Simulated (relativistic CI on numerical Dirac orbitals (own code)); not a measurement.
# d5 in a ligand field

Computed with a parametric ligand-field model of a d^n configuration (Racah B and C, spin-orbit zeta, crystal field), exact diagonalisation.

Field parameters in Wybourne normalisation: D3d B²₀ = −7Dσ, B⁴₀ = −14Dq − 21Dτ, B⁴₃ = −14√(10/7) Dq; Td as Oh with Dq negative (B⁴₀ = 21Dq, B⁴₄ = √(5/14) B⁴₀). The field is a parameter set, without covalency.

Q: Ground term and bands for B = 610, C = 3060, ζ = 0 cm⁻¹, D3d, 10Dq = 31450, Dσ = -1200, Dτ = -250 cm⁻¹?

A: Ground term 2A1 with 0.02 electrons in the two orbitals of the cubic e set. Spin-allowed: 2E 4554 cm⁻¹ (2196 nm), 2E 28267 cm⁻¹ (354 nm), 2A2 28430 cm⁻¹ (352 nm), 2A2 29435 cm⁻¹ (340 nm). Lowest spin-forbidden: 4A2 17809 cm⁻¹ (562 nm), 4E 19109 cm⁻¹ (523 nm), 4A1 22193 cm⁻¹ (451 nm).

Q: Ground term and bands for B = 860, C = 4130, ζ = 0 cm⁻¹, Td, 10Dq = -5800 cm⁻¹?

A: Ground term 6A1 with 2.00 electrons in the two orbitals of the cubic e set. Spin-allowed: none. Lowest spin-forbidden: 4T1 25947 cm⁻¹ (385 nm), 4T2 28384 cm⁻¹ (352 nm), 4A1+E 29250 cm⁻¹ (342 nm). A high-spin d5 ion has no spin-allowed d-d band, hence its pale colour.

Q: Ground term and bands for B = 720, C = 3590, ζ = 0 cm⁻¹, D3d, 10Dq = 21250, Dσ = 690, Dτ = -210 cm⁻¹?

A: Ground term 6A1 with 2.00 electrons in the two orbitals of the cubic e set. Spin-allowed: none. Lowest spin-forbidden: 2A1 2708 cm⁻¹, 2E 3345 cm⁻¹ (2989 nm), 4A2 7526 cm⁻¹ (1329 nm). A high-spin d5 ion has no spin-allowed d-d band, hence its pale colour.

Q: Ground term and bands for B = 1010, C = 3800, ζ = 0 cm⁻¹, Td, 10Dq = -10600 cm⁻¹?

A: Ground term 6A1 with 2.00 electrons in the two orbitals of the cubic e set. Spin-allowed: none. Lowest spin-forbidden: 4T1 21124 cm⁻¹ (473 nm), 4T2 26141 cm⁻¹ (383 nm), 2T2 27310 cm⁻¹ (366 nm). A high-spin d5 ion has no spin-allowed d-d band, hence its pale colour.

Q: Ground term and bands for B = 440, C = 1680, ζ = 0 cm⁻¹, D3d, 10Dq = 18450, Dσ = 1200, Dτ = 320 cm⁻¹?

A: Ground term 2E with 0.03 electrons in the two orbitals of the cubic e set. Spin-allowed: 2A1 4952 cm⁻¹ (2020 nm), 2E 17028 cm⁻¹ (587 nm), 2A2 17863 cm⁻¹ (560 nm), 2E 18264 cm⁻¹ (548 nm). Lowest spin-forbidden: 4E 10784 cm⁻¹ (927 nm), 4A2 14955 cm⁻¹ (669 nm), 4E 17128 cm⁻¹ (584 nm).
